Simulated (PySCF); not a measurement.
Start geometry of `CC[C@@H](C)[O][GeH3]` from GFN2-xTB (Å):
```
atom  x, y, z in Å
C1    -1.9022    0.4223    1.0963
C2    -1.4717   -0.0942   -0.2705
C3     0.0198   -0.4381   -0.3057
C4     0.3957   -1.1726   -1.5888
O5     0.7488    0.7735   -0.2095
Ge6    2.2627    1.0140    0.6078
H7    -2.9539    0.6979    1.0861
H8    -1.7516   -0.3413    1.8574
H9    -1.3166    1.2984    1.3649
H10   -2.0451   -0.9866   -0.5283
H11   -1.6599    0.6694   -1.0269
H12    0.2504   -1.0879    0.5525
H13   -0.1345   -2.1192   -1.6519
H14    1.4673   -1.3645   -1.6034
H15    0.1423   -0.5614   -2.4512
H16    2.3980    2.4915    0.5033
H17    2.1543    0.5222    2.0269
H18    3.3872    0.2830   -0.0772
```

Question: What comes out of this run: PBE0-D3(BJ)/def2-SVP geometry optimisation, gas phase (PySCF 2.14.0)?

Answer: 
```
atom  x, y, z in Å
C1    -2.047    0.404    0.771
C2    -1.500   -0.238   -0.492
C3     0.012   -0.417   -0.470
C4     0.527   -1.102   -1.726
O5     0.593    0.862   -0.315
Ge6    2.239    1.061    0.340
H7    -3.139    0.524    0.722
H8    -1.818   -0.205    1.661
H9    -1.598    1.397    0.920
H10   -1.965   -1.224   -0.657
H11   -1.751    0.382   -1.370
H12    0.265   -1.052    0.408
H13    0.064   -2.092   -1.855
H14    1.618   -1.244   -1.687
H15    0.296   -0.489   -2.611
H16    2.340    2.551    0.688
H17    2.374    0.159    1.586
H18    3.299    0.670   -0.710
```

The energy falls by 3.3 kcal/mol over 12 energy and gradient evaluations, the largest force component goes from 0.0251 to 4.2e-04 Eh/bohr, and the atoms move by 0.257 Å rms after alignment. Among the bonds, O5–Ge6 and Ge6–H16 change most and about equally (+0.045 to +0.046 Å). Bonds longer at the end by more than 0.005 Å: 13 of 17; shorter: 2. Among the angles that change most is C3–O5–Ge6, from 126.8° to 121.4°. Among the dihedrals that turn most is H12–C3–O5–Ge6, from 26° to 40°. Rotational constants go from 3628, 1184, 946.0 to 3805, 1162, 940.3 MHz. The orientation of the end geometry is arbitrary; only internal coordinates are fixed.

The run used 162 basis functions and 76 SCF cycles in all.

PBE0-D3(BJ)/def2-SVP frequencies: not computed here. The numbers are those of one conformer.
